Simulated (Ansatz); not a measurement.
Isomers of C4H5I, relaxed with PBE0-D4/def2-TZVP in Ansatz; electronic energies, one conformer each and not always the lowest. Functionals use def2-TZVPP; CBS adds triple-zeta CCSD(T) − MP2 to the MP2 limit of def2-TZVPP and def2-QZVPP.

Elements past krypton have def2 core potentials. Outer-core shells of I are correlated without core-valence functions. Spin–orbit coupling is left out.

(1) Order them by energy at frozen-core CCSD(T)/CBS, lowest first. (Best estimate.)
A. `CC1=C(I)C1`
B. `C=C=C(C)I`
C. `IC1C=CC1`
D. `C=CC(=C)I`

(2) How do PBE-D4, MP2/CBS(def2), B3LYP-D4, r2SCAN-D4 place them (kJ/mol, against `C=CC(=C)I`)? (Estimate.)

Answers

(1) D (0.0 kJ/mol), C (35.3 kJ/mol), B (50.4 kJ/mol), A (124.3 kJ/mol).

(2) Ansatz gave: 
```tsv
isomer	PBE-D4	MP2/CBS(def2)	B3LYP-D4	r2SCAN-D4
`CC1=C(I)C1`	105.0	113.0	124.4	112.4
`C=C=C(C)I`	37.5	50.9	41.0	39.6
`IC1C=CC1`	32.8	28.7	49.0	39.0
```

B3LYP here is the variant with VWN-RPA as its local correlation; programs differ in this.
